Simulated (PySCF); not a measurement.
A species of formula C7H5F5O has this rotational fingerprint, computed with PBE0-D3(BJ)/def2-SVP geometry optimisation, gas phase (PySCF 2.14.0):

```
Rotational constants : A = 1360, B = 567.5, C = 504.0 MHz
Dipole components    : |μa| = 3.27 D, |μb| = 0.14 D, |μc| = 0.68 D
Inertial defect      : -259.33 u·Å²
κ                    : -0.85
```

**Question.** Which structure is it? (One computed conformer of each.)
A. `[F:1][C:2]1=[C:3]([O:4][CH:5]([F:6])[F:7])[CH:8]=[CH:9][C:10]([F:11])([F:12])[CH2:13]1` with C2–C3–O4–C5 27°, C3–O4–C5–F6 175°, C2–C3–C8–C9 8°, C8–C9–C10–F11 -150°, C9–C10–C13–C2 36°, F1–C2–C13–C10 159°
B. `[CH:1]#[C:2][C@H:3]([CH3:4])[C:5](=[O:6])[C:7]([F:8])([F:9])[C:10]([F:11])([F:12])[F:13]` with C2–C3–C5–O6 107°, C3–C5–C7–F8 17°
C. `[F:1][C:2]1=[C:3]([C@H:4]([F:5])[C:6]([F:7])([F:8])[F:9])[O:10][CH:11]=[CH:12][CH2:13]1` with C2–C3–C4–F5 -118°

**Answer.** C. It is FC1=C([C@H](F)C(F)(F)F)OC=CC1, an asymmetric top, point group C1. The candidates at the same level (rigid rotor, commonest isotopes):

```json
{"SMILES": "FC1=C([C@H](F)C(F)(F)F)OC=CC1", "A (MHz)": "1360", "B (MHz)": "567.5", "C (MHz)": "504.0", "μa (D)": "3.27", "μb (D)": "0.14", "μc (D)": "0.68", "Δ (u·Å²)": "-259.33", "point group": "C1", "rotor": "asymmetric top"}
{"SMILES": "C#C[C@H](C)C(=O)C(F)(F)C(F)(F)F", "A (MHz)": "1310", "B (MHz)": "595.7", "C (MHz)": "537.4", "μa (D)": "1.58", "μb (D)": "0.01", "μc (D)": "1.58", "Δ (u·Å²)": "-293.73", "point group": "C1", "rotor": "asymmetric top"}
{"SMILES": "FC1=C(OC(F)F)C=CC(F)(F)C1", "A (MHz)": "1903", "B (MHz)": "420.2", "C (MHz)": "386.5", "μa (D)": "0.26", "μb (D)": "0.35", "μc (D)": "0.29", "Δ (u·Å²)": "-160.62", "point group": "C1", "rotor": "near-prolate asymmetric top"}
```

`C#C[C@H](C)C(=O)C(F)(F)C(F)(F)F` has C 7 % too high; `FC1=C(OC(F)F)C=CC(F)(F)C1` has A 40 % too high. No structure here is proved a minimum.
